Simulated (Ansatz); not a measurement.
Isolated molecules relaxed with PBE0-D4/def2-TZVP in Ansatz; ΔE leaves out vibrations. CCSD(T)/CBS is the MP2 limit (def2-TZVPP, def2-QZVPP) plus CCSD(T) − MP2 in def2-TZVPP, frozen cores. Functionals use def2-TZVPP. def2 core potentials past Kr. For Y outer-core shells are correlated without core-valence functions, which leaves a few kJ/mol of doubt a bond. Each species was taken in one conformer, which may not be the lowest.

`C[N](C)[Y]([OH])[N](C)C` + `O[SiH3]` → `C[N](C)[Y]([OH])[O][SiH3]` + `CNC`  (ligand exchange at a Y–N bond)

`C[N](C)[Y]([OH])[N](C)C`:

Cartesian coordinates in Å:
```
C 0.967 -2.293 0.589
N 0.366 -1.745 -0.598
C 0.325 -2.727 -1.652
Y -0.405 0.250 -0.886
O -1.210 0.757 -2.681
N -0.322 1.711 0.700
C 0.203 1.553 2.030
C -0.830 3.047 0.506
H 0.413 -3.165 0.975
H 1.001 -1.553 1.396
H 2.003 -2.631 0.417
H 1.331 -3.085 -1.931
H -0.259 -3.619 -1.372
H -0.133 -2.313 -2.559
H -1.587 1.012 -3.516
H 1.032 2.250 2.239
H 0.590 0.539 2.187
H -0.560 1.730 2.806
H -0.051 3.815 0.644
H -1.642 3.293 1.210
H -1.232 3.172 -0.506
```

`O[SiH3]`:

Z-matrix (Å, degrees):
```
Si
O 1 1.648
H 1 1.489 2 111.7
H 1 1.489 2 111.7 3 120.9
H 1 1.481 2 105.9 3 -119.6
H 2 0.957 1 117.9 3 -60.5
```

`C[N](C)[Y]([OH])[O][SiH3]`:

```xyz
17

C    -1.511   -1.316   -0.221
N    -1.056   -0.120   -0.886
C    -1.910    0.215   -1.998
Y     0.674    0.964   -0.245
O     1.141    2.616   -1.320
O     1.688    0.210    1.399
Si    2.507   -0.345    2.681
H    -0.860   -1.571    0.624
H    -2.533   -1.209    0.177
H    -1.524   -2.188   -0.895
H    -1.941   -0.587   -2.753
H    -2.951    0.392   -1.683
H    -1.560    1.124   -2.499
H     1.494    3.408   -1.715
H     3.796    0.386    2.865
H     1.715   -0.185    3.936
H     2.829   -1.794    2.530
```

`CNC`:

```xyz
10

C     0.470    1.101    0.168
N    -0.155    0.115   -0.683
C    -0.289   -1.173   -0.043
H     0.497    2.068   -0.338
H     1.504    0.804    0.368
H    -0.029    1.233    1.144
H    -1.063    0.447   -0.981
H     0.704   -1.590    0.146
H    -0.817   -1.864   -0.703
H    -0.822   -1.141    0.923
```

```json
{"level": "LDA (SPW92)", "ΔE (kJ/mol)": "-100.3"}
{"level": "BHLYP-D4", "ΔE (kJ/mol)": "-120.0"}
```

Q: What does CCSD(T)/CBS give? (Best estimate.)

A: Computed: -112.9 kJ/mol. The listed levels differ from it by 12.6, -7.1 kJ/mol.

Largest T1 diagnostic among the species: 0.013.

From BLYP to BHLYP (50 % exact exchange), in def2-TZVPP and without D4, ΔE moves by −8.3 kJ/mol. Leaving LDA and LC-ωPBE aside and taking each functional with its dispersion term where it has one, the values, not all of them listed here, spread over 16.7 kJ/mol, from BHLYP-D4 to revPBE-D4. LDA lies +7.5 kJ/mol from PBE without D4.

CCSD(T)/CBS has its own doubt, a few kJ/mol and more with outer-core shells, so smaller differences from it don't rank the levels.
